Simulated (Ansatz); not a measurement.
Cartesian coordinates in Å:
```
Al 0.489 0.765 2.843
Si -0.545 0.830 0.636
Si 0.528 -0.828 -0.647
Ga -0.475 -0.763 -2.823
H 1.783 1.636 3.141
H -0.059 -0.238 3.945
H -0.368 2.129 -0.079
H -2.003 0.514 0.640
H 0.348 -2.133 0.052
H 1.989 -0.523 -0.658
H -1.767 -1.605 -3.127
H 0.080 0.215 -3.922
```

Total charge 0; spin multiplicity 1.

**Question.** List the B3LYP/def2-TZVPP orbital energies in eV (Ansatz 0.2.0). (Estimate.)

**Answer.** The calculation gave: Occupied: -10137.87, -1798.77, -1798.66, -1524.67, -1249.66, -1106.91, -1106.80, -1106.79, -149.65, -143.35, -143.25, -112.64, -103.12, -102.82, -102.80, -98.67, -98.66, -98.65, -98.57, -98.56, -98.54, -73.40, -73.18, -73.16, -22.90, -22.77, -22.75, -22.62, -22.57, -15.36, -13.58, -12.00, -11.23, -10.04, -9.35, -8.44, -8.37, -8.36, -8.10, -6.76. Lowest empty: -2.54, -2.09, -0.13, 0.15, 0.26, 0.38, 0.54, 0.69.

B3LYP here is the variant with VWN-RPA as its local correlation; programs differ in this.
